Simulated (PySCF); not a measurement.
## Aluminium: a sound run and one with changed settings

Sound run: Al⁺ [Ne] 3s2, Al²⁺ [Ne] 3s1. Computed with PySCF 2.14 in def2-TZVP, with the non-relativistic Hamiltonian (point nucleus). In the sound run the correlated levels freeze [Ne]. The sound run starts from symmetry-adapted Hartree-Fock orbitals and uses a fine grid where one is needed.

A second run was set up differently.

| species | method | sound run (hartree) | changed run (hartree) | converged |
| --- | --- | --- | --- | --- |
| Al⁺ | MP2 | -241.69600 | -241.81345 | yes |
| Al⁺ | CCSD(T) | -241.70808 | -241.82666 | yes |
| Al²⁺ | MP2 | n/a | -241.13871 | yes |
| Al²⁺ | CCSD(T) | n/a | -241.14086 | yes |

Ionisation energy of Al⁺:

| method | sound run (eV) | changed run (eV) |
| --- | --- | --- |
| UHF | 17.529 | 17.529 |
| MP2 | 18.271 | 18.361 |
| SCS-MP2 | 18.420 | 18.490 |
| CCSD | 18.600 | 18.637 |
| CCSD(T) | 18.600 | 18.661 |

(1) What was changed?
A. all electrons correlated in a valence basis
B. level shift left on
C. too few SCF iterations
D. minimal basis

Answers

(1) A. A valence basis has no tight correlating functions, so it recovers only part of the core correlation, and not evenly between atom and ion.
